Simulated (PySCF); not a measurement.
SMILES CC[SiH3] (C2H8Si), singlet (GFN2-xTB optimised geometry):

```
11

C      1.669    -0.729     0.000
C      0.144    -0.729     0.000
Si    -0.600     1.021     0.000
H      2.053    -0.217     0.880
H      2.060    -1.746     0.002
H      2.054    -0.220    -0.882
H     -0.210    -1.280     0.874
H     -0.210    -1.281    -0.873
H     -0.145     1.746    -1.189
H     -2.060     0.922    -0.011
H     -0.162     1.738     1.201
```

Calculation: PBE0/def2-TZVP (PySCF).

Question: What are the frontier orbital energies and the dipole moment?

Answer: HOMO-2 -9.44 eV, HOMO-1 -9.38 eV, HOMO -8.44 eV, LUMO 0.68 eV, LUMO+1 1.49 eV; dipole moment 0.71 D.

Meta-Löwdin charges at PBE0/def2-TZVP: C1 -0.34, C2 -0.43, Si3 0.48, H4 0.11, H5 0.12, H6 0.11, H7 0.12, H8 0.12, H9 -0.10, H10 -0.10, H11 -0.10.
